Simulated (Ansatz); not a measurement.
`FC(Cl)C(F)(F)Br` + H₂O → `OC(F)Cl` + `FC(F)Br` at 600 K and 1 bar (formal hydrolysis of a C–C bond).

Gas-phase electronic energies from Ansatz, PBE0-D4/def2-TZVP geometries. CCSD(T)/CBS is the MP2 limit (def2-TZVPP, def2-QZVPP) plus CCSD(T) − MP2 in def2-TZVPP, frozen cores. This one scheme is used for every species. For Br outer-core shells are correlated without core-valence functions, which leaves a few kJ/mol of doubt a bond. Scalar relativity is left out up to krypton. Each species was taken in one conformer, which may not be the lowest.

| species | CCSD(T)/CBS energy (Eh) | H − E (kJ/mol) | S (J/(mol·K)) |
| --- | --- | --- | --- |
| `FC(Cl)C(F)(F)Br` | -3409.15589 | 147.4 | 451.9 |
| H₂O | -76.37941 | 76.8 | 212.8 |
| `OC(F)Cl` | -673.99326 | 131.3 | 340.0 |
| `FC(F)Br` | -2811.54081 | 94.1 | 340.9 |

H − E and S are ideal-gas, rigid-rotor, harmonic terms from PBE0-D4/def2-TZVP, for one conformer and one mirror image of each species. 1 Eh = 2625.50 kJ/mol, R = 8.31446 J/(mol·K).

Problem. By hand: ΔE, ΔH, ΔS and ΔG.

Solution. ΔE = (-673.99326) + (-2811.54081) − (-3409.15589) − (-76.37941) = 0.00123 Eh = 3.2 kJ/mol. Δ(H − E) = 131.3 + 94.1 − 147.4 − 76.8 = 1.2, so ΔH = 4.4 kJ/mol. ΔS = 340.0 + 340.9 − 451.9 − 212.8 = 16.2 J/(mol·K). ΔG = 4.4 − 600 × (16.2)/1000 = -5.3 kJ/mol.

Problem. By hand: the equilibrium constant, and the temperature at which ΔG would vanish if ΔH and ΔS stayed fixed.

Solution. log₁₀ K = −ΔG/(RT ln 10) = 0.5. ΔG = 0 at ΔH/ΔS = 272 K, though so small a ΔH makes that figure unsure.

TΔS isn't small against ΔH here. The sign of ΔG lies within the doubt. A doubt of 5 kJ/mol in ΔE shifts log₁₀ K by 0.4 here. Other conformers and mirror images would add mixing entropy, several J/(mol·K) or more a flexible species. These are equilibria of isolated gas molecules and say nothing of rates. Largest T1 diagnostic: 0.011 (customary marks: 0.02 for closed shells, 0.045 for open ones).
